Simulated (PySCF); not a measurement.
Species: 1,1,2-trifluoro-2-methylcyclopropane, C4H5F3.
InChI=1S/C4H5F3/c1-3(5)2-4(3,6)7/h2H2,1H3/t3-/m0/s1

The closed-shell ground state was solved at several levels (PySCF, density fitting, gas phase, non-relativistic). Geometry: PBE0-D3(BJ)/def2-TZVP; no solvent, vibrations or thermal averaging.

| level | basis functions | total energy (Eh) | HOMO (eV) | LUMO (eV) | gap (eV) | dipole (D) |
| --- | --- | --- | --- | --- | --- | --- |
| PBE0/pcSseg-2 | 322 | -454.6406 | -8.23 | 0.63 | 8.86 | 2.48 |
| PBE0/pcJ-2 | 477 | -454.6565 | -8.23 | 0.72 | 8.95 | 2.48 |
| B97-2/pcJ-2 | 477 | -454.9797 | -7.95 | 0.76 | 8.71 | 2.47 |

Question: What might B3LYP/pcJ-2 (477 basis functions) give for the same quantities?

Answer: Total energy -455.1278 Eh, HOMO -8.05 eV, LUMO 0.39 eV, gap 8.44 eV, dipole 2.50 D.

Question: Over all these levels, which gives the widest orbital gap and which the narrowest?

Answer: PBE0/pcJ-2 (global hybrid, 25 % exact exchange) has the widest, 8.95 eV, and B3LYP/pcJ-2 (global hybrid, 20 % exact exchange) the narrowest, 8.44 eV. The two share the basis. From the narrowest to the widest the HOMO moves by -0.18 eV and the LUMO by +0.33 eV.

Question: In the pcJ-2 basis, how does the gap go with the fixed share of exact exchange?

Answer: B3LYP (20 %) 8.44 eV; B97-2 (21 %) 8.71 eV; PBE0 (25 %) 8.95 eV. Each rise in the share widens the gap here.

Question: How far do the dipole and the HOMO energy spread over the levels?

Answer: The dipole runs from 2.47 to 2.50 D (mean 2.48 D) and the HOMO from -8.23 to -7.95 eV.
